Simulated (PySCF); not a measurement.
PySCF input for OY, SMILES [Y]=[O] (connectivity only; charge and spin as stated), neutral, multiplicity 2, TDA-PBE/def2-TZVPD. The structure is a stationary point at PBE-D3(BJ)/def2-TZVPD. The def2 effective core potentials stand for the cores of Y; spin–orbit coupling is left out.

```python
import numpy as np
from pyscf import gto, scf, dft, tdscf

mol = gto.M(
    atom='''
    Y     0.00000000    0.00000000   -0.30748517
    O     0.00000000    0.00000000    1.49899019
    ''',
    basis='def2-TZVPD',
    ecp={'Y': 'def2-tzvp'},
    charge=0,
    spin=1,
    max_memory=1600,
    verbose=4,
)
mf = dft.UKS(mol, xc='pbe').density_fit(auxbasis='def2-universal-jkfit')
mf.grids.level = 3
mf.conv_tol = 1e-9
mf.max_cycle = 100
mf.kernel()
fine, coarse = mf.grids, dft.Grids(mol).set(level=1).build(with_non0tab=True)
for _ in range(3):  # follow internal instabilities
    mf.grids = coarse
    mo, _, stable, _ = mf.stability(return_status=True, nroots=4)
    mf.grids = fine
    if stable:
        break
    mf.kernel(mf.make_rdm1(mo, mf.mo_occ))
mf.grids = dft.Grids(mol).set(level=1).build(with_non0tab=True)  # coarser grid for the response kernel
td = tdscf.TDA(mf)
td.nstates = 10
td.conv_tol = 1e-4
td.positive_eig_threshold = 1e-6
td.kernel(x0=td.get_init_guess(mf, 15))
td.analyze(verbose=3)
```

It prints:

```
PySCF version 2.14.0

[INPUT] verbose = 4
[INPUT] num. atoms = 2
[INPUT] num. electrons = 19
[INPUT] charge = 0
[INPUT] spin (= nelec alpha-beta = 2S) = 1
[INPUT] symmetry False subgroup None
[INPUT] Mole.unit = angstrom
[INPUT] Symbol           X                Y                Z      unit          X                Y                Z       unit  Magmom
[INPUT]  1 Y      0.000000000000   0.000000000000  -0.307485170000 AA    0.000000000000   0.000000000000  -0.581062758665 Bohr   0.0
[INPUT]  2 O      0.000000000000   0.000000000000   1.498990190000 AA    0.000000000000   0.000000000000   2.832680922510 Bohr   0.0

nuclear repulsion = 25.7781509740382
number of shells = 28
number of NR pGTOs = 115
number of NR cGTOs = 80
basis = def2-TZVPD
ecp = {'Y': 'def2-tzvp'}


[settings echo left out]
init E= -108.67211323453

WARN: alpha nocc = 10  HOMO -0.522691296447275 >= LUMO -0.522691114224073

  beta  nocc = 9  HOMO = -0.703979550544242  LUMO = -0.522691296447278

WARN: HOMO -0.522691296447275 >= LUMO -0.522691296447278

cycle= 1 E= -113.002174830357  delta_E= -4.33  |g|= 0.88  |ddm|= 3.32
  alpha nocc = 10  HOMO = 0.0205406536165769  LUMO = 0.0342996021417335
  beta  nocc = 9  HOMO = -0.00523702449748936  LUMO = 0.0287307804461586
  HOMO = 0.0205406536166  LUMO = 0.0287307804462  gap/eV = 0.22286
cycle= 2 E= -111.218207956642  delta_E= 1.78  |g|= 1.86  |ddm|= 3.01
  alpha nocc = 10  HOMO = -0.102183588063898  LUMO = -0.0125443332313683
  beta  nocc = 9  HOMO = -0.37355412871301  LUMO = -0.0841954930860531
  HOMO = -0.102183588064  LUMO = -0.0841954930861  gap/eV = 0.48948
cycle= 3 E= -112.957193330237  delta_E= -1.74  |g|=  1.1  |ddm|= 2.52
  alpha nocc = 10  HOMO = -0.14256104389516  LUMO = -0.0676455436265656
  beta  nocc = 9  HOMO = -0.271236068849818  LUMO = -0.11975267344603
  HOMO = -0.142561043895  LUMO = -0.119752673446  gap/eV = 0.62065
cycle= 4 E= -113.487271778372  delta_E= -0.53  |g|= 0.231  |ddm|= 0.69
  alpha nocc = 10  HOMO = -0.145356833286023  LUMO = -0.0590976028325019
  beta  nocc = 9  HOMO = -0.206381300982033  LUMO = -0.112621295708614
  HOMO = -0.145356833286  LUMO = -0.112621295709  gap/eV = 0.89078
cycle= 5 E= -113.511443325065  delta_E= -0.0242  |g|= 0.111  |ddm|= 0.33
  alpha nocc = 10  HOMO = -0.141877527155369  LUMO = -0.0559664071966943
  beta  nocc = 9  HOMO = -0.212099168705806  LUMO = -0.108307474934289
  HOMO = -0.141877527155  LUMO = -0.108307474934  gap/eV = 0.91349
cycle= 6 E= -113.517448540786  delta_E= -0.00601  |g|= 0.0129  |ddm|= 0.105
  alpha nocc = 10  HOMO = -0.145047780193746  LUMO = -0.0602559968605385
  beta  nocc = 9  HOMO = -0.216994464280313  LUMO = -0.111621526960899
  HOMO = -0.145047780194  LUMO = -0.111621526961  gap/eV = 0.90957
cycle= 7 E= -113.517530396106  delta_E= -8.19e-05  |g|= 0.00593  |ddm|= 0.0267
  alpha nocc = 10  HOMO = -0.145660091844075  LUMO = -0.0614027843623986
  beta  nocc = 9  HOMO = -0.218354614339744  LUMO = -0.112096225475273
  HOMO = -0.145660091844  LUMO = -0.112096225475  gap/eV = 0.91332
cycle= 8 E= -113.51754736587  delta_E= -1.7e-05  |g|= 0.00171  |ddm|= 0.00865
  alpha nocc = 10  HOMO = -0.145676477462288  LUMO = -0.0614585068047243
  beta  nocc = 9  HOMO = -0.218572351032006  LUMO = -0.112015510779393
  HOMO = -0.145676477462  LUMO = -0.112015510779  gap/eV = 0.91596
cycle= 9 E= -113.517548834987  delta_E= -1.47e-06  |g|= 0.000117  |ddm|= 0.00219
  alpha nocc = 10  HOMO = -0.145645867422825  LUMO = -0.0613964958117299
  beta  nocc = 9  HOMO = -0.218515219292111  LUMO = -0.111972864450578
  HOMO = -0.145645867423  LUMO = -0.111972864451  gap/eV = 0.91629
cycle= 10 E= -113.517548843958  delta_E= -8.97e-09  |g|= 4.42e-05  |ddm|= 0.000279
  alpha nocc = 10  HOMO = -0.145642737482344  LUMO = -0.0613934256067582
  beta  nocc = 9  HOMO = -0.21851994769747  LUMO = -0.111964659071248
  HOMO = -0.145642737482  LUMO = -0.111964659071  gap/eV = 0.91643
cycle= 11 E= -113.517548845769  delta_E= -1.81e-09  |g|= 8.46e-06  |ddm|= 0.00011
  alpha nocc = 10  HOMO = -0.145644236082287  LUMO = -0.0613963380582118
  beta  nocc = 9  HOMO = -0.218524879467974  LUMO = -0.111965635680903
  HOMO = -0.145644236082  LUMO = -0.111965635681  gap/eV = 0.91644
cycle= 12 E= -113.517548845887  delta_E= -1.19e-10  |g|= 2.49e-06  |ddm|= 3.87e-05
  alpha nocc = 10  HOMO = -0.145644320580441  LUMO = -0.0613960292286661
  beta  nocc = 9  HOMO = -0.218523620855096  LUMO = -0.111965666407979
  HOMO = -0.14564432058  LUMO = -0.111965666408  gap/eV = 0.91644
Extra cycle  E= -113.517548845847  delta_E= 4.08e-11  |g|= 1.06e-05  |ddm|= 1.15e-05
converged SCF energy = -113.517548845847  <S^2> = 0.75207537  2S+1 = 2.0020743
tot grids = 13184
uhf_internal: lowest eigs of H = [0.08414033 0.08414445 0.15250224 0.1525181 ]
<class 'pyscf.df.df_jk.DFUKS'> wavefunction is stable in the internal stability analysis
tot grids = 13184
Overwritten attributes  positive_eig_threshold  of <class 'pyscf.tdscf.uks.TDA'>


******** <class 'pyscf.tdscf.uks.TDA'> for <class 'pyscf.df.df_jk.DFUKS'> ********
nstates = 10
deg_eia_thresh = 1.000e-03
wfnsym = None
conv_tol = 0.0001
eigh lindep = 1e-12
eigh level_shift = 0
eigh max_cycle = 100


Excitation energies (eV)
[1.43721236 1.43723179 2.13728901 2.13728982 2.64416636 2.92887379
 3.13199679 3.13199718 3.64127317 3.64127524]

** Excitation energies and oscillator strengths **
Excited State   1:      1.43721 eV    862.67 nm  f=0.0000
Excited State   2:      1.43723 eV    862.66 nm  f=0.0000
Excited State   3:      2.13729 eV    580.10 nm  f=0.2290
Excited State   4:      2.13729 eV    580.10 nm  f=0.2290
Excited State   5:      2.64417 eV    468.90 nm  f=0.1053
Excited State   6:      2.92887 eV    423.32 nm  f=0.0687
Excited State   7:      3.13200 eV    395.86 nm  f=0.0002
Excited State   8:      3.13200 eV    395.86 nm  f=0.0002
Excited State   9:      3.64127 eV    340.50 nm  f=0.0000
Excited State  10:      3.64128 eV    340.50 nm  f=0.0000
```

The calculation finished and met its thresholds.
